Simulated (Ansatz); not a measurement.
Basis-set extrapolation for BF₃H₂O, SMILES `[OH2+][B-](F)(F)F` (PBE0-D4/def2-TZVP geometry, frozen core, Ansatz). Multiplicity 1, RHF reference.

|  | cc-pV(T+d)Z | cc-pV(Q+d)Z |
| --- | --- | --- |
| HF | -399.391701 | -399.424179 |
| MP2 correlation | -1.110084 | -1.207961 |
| CCSD(T) correlation | -1.148066 | -1.244099 |

Energies in hartree. Use E(X) = E(∞) + A·exp(−5.46·√X) for Hartree–Fock and E(X) = E(∞) + B·X^(−3.05) for correlation, with X = 3 and 4.

Task: What is the CCSD(T) energy at the basis-set limit?

Result: HF limit: -399.424179 + (-0.032478) × 0.30130 = -399.43396. Correlation limit: -1.244099 + (-0.096033) × 0.71189 = -1.31246. Total: -400.74642 hartree, 542.6 kJ/mol below CCSD(T)/cc-pV(T+d)Z.
